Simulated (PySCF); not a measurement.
C4H6ClF, SMILES CC/C(Cl)=C\F.

The structure is a stationary point at r2SCAN-D4/def2-SVP. The structure was generated by enumeration; whether it is a known compound was not checked. The values are those of a single conformer.

Computed with PBE/def2-TZVP in PySCF.

Gas-phase values at a fixed geometry.

Computed frontier levels, gap, dipole moment and polarisability:
```json
{
 "highest_occupied_level": "-5.87 eV",
 "lowest_empty_level": "-0.99 eV",
 "orbital_gap": "4.88 eV",
 "dipole_moment": "0.125 e·Å",
 "quadrupole, principal values (traceless, Buckingham form, about the centre of nuclear charge)": "-4.64, -0.91, 5.54 D·Å",
 "mean_static_polarisability": "63.4 bohr³ (9.39 Å³)",
 "polarisability_principal_values": "47.5, 67.5, 75.1 bohr³"
}
```
